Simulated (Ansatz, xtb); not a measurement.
Two isomers of C3H10N2Si

Structure a is `C[C@@H]1CN[Si@@H]1N`, a singlet and structure b is `C=CCN[SiH2]N`, a singlet. Both are isolated molecules in the gas phase, relaxed with B3LYP/def2-SVP, each in the lowest conformer that the search found.

Quicker runs give these differences E(b) − E(a): GFN2-xTB +6.6 kcal/mol; HF/STO-3G +32.7 kcal/mol (at GFN2-xTB geometries); r2SCAN-D4/def2-SVP +12.9 kcal/mol (at GFN2-xTB geometries).

Estimate E(b) − E(a) at the level CCSD(T)/def2-SVP + ΔMP2/def2-TZVPP.

Calculated at CCSD(T)/def2-SVP + ΔMP2/def2-TZVPP: E(b) − E(a) = +9.8 kcal/mol, so structure a lies lower.

The same difference at several levels:

```
                             level        geometry  E(b) − E(a) (kcal/mol)  departure from the last row (kcal/mol)  job, with rough time for the two
                          GFN2-xTB        GFN2-xTB                      +6.6                                    −3.2              optimisation, 0.22 s
                         HF/STO-3G        GFN2-xTB                     +32.7                                   +22.9              single point, 0.26 s
                r2SCAN-D4/def2-SVP        GFN2-xTB                     +12.9                                    +3.1                 single point, 3 s
                    B3LYP/def2-SVP  B3LYP/def2-SVP                      +7.4                                    −2.4                optimisation, 50 s
                       HF/def2-SVP  B3LYP/def2-SVP                      +4.9                                    −4.9           part of the CCSD(T) run
                      MP2/def2-SVP  B3LYP/def2-SVP                     +11.2                                    +1.4           part of the CCSD(T) run
                  CCSD(T)/def2-SVP  B3LYP/def2-SVP                      +8.4                                    −1.4                      single point
CCSD(T)/def2-SVP + ΔMP2/def2-TZVPP  B3LYP/def2-SVP                      +9.8                                                        single point, 41 s
```

As drawn, b has 1 C=C, 1 Si–H in place of 1 C–C, 1 C–Si, 1 C–H. Structure a has a 4-membered ring, b no ring.

The levels shown agree on the order. The largest departure from CCSD(T)/def2-SVP + ΔMP2/def2-TZVPP is that of HF/STO-3G, 22.9 kcal/mol. The last row adds to CCSD(T) the change of the MP2 difference between the two basis sets, here +1.4 kcal/mol.

With thermal terms from frequencies at re-optimised GFN2-xTB minima (ideal gas, soft modes damped towards free rotors, one conformer each, 298.15 K, 1 atm): the zero-point term adds −3.0 kcal/mol; ΔH is +7.2 and ΔG +5.7 kcal/mol.

The correlated steps freeze 10 core orbitals. Mirror images aren't counted in ΔG. Programs: Ansatz 0.2.0, xtb 6.7.1; the last row on 4 threads of Arm Neoverse V2 on a shared host.
